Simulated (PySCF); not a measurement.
Structure problem from calculated spectra and properties.

Elements present: C, F, H, N and Si. Monoisotopic mass: 145.0179 u.

- Polarisability: 99.0 au [wB97X-D/def2-SVPD]
- UV, strongest line: among the 8 lowest singlet transitions: S7 at 7.48 eV (166 nm, f = 0.033) [TDDFT wB97X-D/def2-SVPD]
- 1H NMR: chemical shifts (computed TMS as zero) by class: 5.53 (1 H), 5.21 (1 H), 5.12 (1 H), 5.00 (1 H), 2.00 (1 H), 1.74 (1 H), 1.06 (1 H), 0.01 (1 H) ppm [GIAO PBE0/pcSseg-1]
- UV, first state: lowest singlet excitation: 6.05 eV (205 nm, f = 0.001) [TDDFT wB97X-D/def2-SVPD]
- Rotational structure: rotational constants A, B, C: 2.083, 1.105, 0.957 GHz [GFN2-xTB]
- Dipole: 1.50 D [wB97X-D/def2-SVPD]
- 13C NMR: chemical shifts (computed TMS as zero) by class: 102.7 (1 C), 90.9 (1 C), 90.7 (1 C), 22.7 (1 C) ppm [GIAO PBE0/pcSseg-1]

Electronic properties: PySCF, gas phase, density fitting. Levels stand in brackets. Geometry: GFN2-xTB, one conformer, isolated molecule. Each NMR value is the plain mean over a class of atoms that symmetry, rotation or inversion makes alike.

Problem. Which formula fits the mass and the elements?

Solution. C4H8FNSi2 (calculated 145.0179). No other formula that holds each of these elements comes within 0.0003 u with a fitting electron parity and a possible valence count.

Problem. Give a SMILES that accounts for the data.

Solution. Numbering: `[CH:1]#[C:2][Si@@H:3]1[CH2:4][C@H:5]([F:6])[SiH2:7][NH:8]1`. Its formula, C4H8FNSi2, gives 3 degrees of unsaturation: 1 ring and 2 π bonds in the structure found. 4 carbons fall into 4 classes; from least to most shielded: terminal alkyne carbon [C1] (102.7 ppm), alkyne carbon [C2] (90.9 ppm), sp3 C–F carbon [C5] (90.7 ppm), ring sp3 carbon bound to silicon [C4] (22.7 ppm). Hydrogen classes from least to most shielded: 1 H on an sp3 C–F carbon, C5 (5.53 ppm), 1 H on an SiH silicon, Si3 (5.21 ppm), 1 H on an SiH2 silicon, Si7 (5.12 ppm), 1 H on an SiH2 silicon, Si7 (5.00 ppm), 1 H on a terminal alkyne carbon, C1 (2.00 ppm), 1 H on an sp3 carbon bound to silicon, C4 (1.74 ppm), 1 H on an sp3 carbon bound to silicon, C4 (1.06 ppm), 1 H on a nitrogen bridging silicon atoms, N8 (0.01 ppm). The optimised geometry has point group C1 and is an asymmetric top. Structure: `C#C[Si@@H]1C[C@H](F)[SiH2]N1`. Computed isomers that give other values at the same levels: `N#C/C([SiH3])=C(/[SiH3])CF` (13C chemical shifts (computed TMS as zero) by class: 191.3 (1 C), 121.4 (1 C), 115.9 (1 C), 92.8 (1 C) ppm); `N#C/C([SiH3])=C(\[SiH3])CF` (13C chemical shifts (computed TMS as zero) by class: 177.0 (1 C), 124.9 (1 C), 123.8 (1 C), 92.9 (1 C) ppm); `C#C[Si@@H]1C[C@@H](F)[SiH2]N1` (1H chemical shifts (computed TMS as zero) by class: 5.69 (1 H), 5.23 (1 H), 5.03 (1 H), 4.92 (1 H), 2.00 (1 H), 1.97 (1 H), 1.59 (1 H), -0.13 (1 H) ppm). The assignments are read from this structure; whether some other isomer fits the data as well wasn't checked. The mirror image fits equally.
